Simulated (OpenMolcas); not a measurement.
SnS (SMILES [S][Sn]): name the method

The species is SnS (2 atoms), meant as a singlet with charge 0. As SMILES, `[S][Sn]`. The bond length is the measured one.

```xyz
2

S     0.0000    0.0000    0.0000
Sn    0.0000    0.0000    2.2090
```

Orbital energies are those of the mean-field step.

A calculation with OpenMolcas 26.06 gave:

| Item | Value |
| --- | --- |
| total energy | -612.4155 Eh |
| dipole moment | 3.44 D |
| HOMO energy | -7.32 eV |
| LUMO energy | -2.49 eV |
| HOMO–LUMO gap | 4.83 eV |
| largest force | 0.129 eV/Å |

**Question.** Which of these levels gave the numbers?
A. r2SCAN/def2-TZVP (core potential)
B. MP2/def2-TZVP (core potential)
C. CCSD(T)/def2-TZVP (core potential)
D. PBE0/def2-TZVP (core potential)

**Answer.** D. The others give -612.6027 Eh (r2SCAN/def2-TZVP (core potential)), -611.4304 Eh (CCSD(T)/def2-TZVP (core potential)), -611.4065 Eh (MP2/def2-TZVP (core potential)).
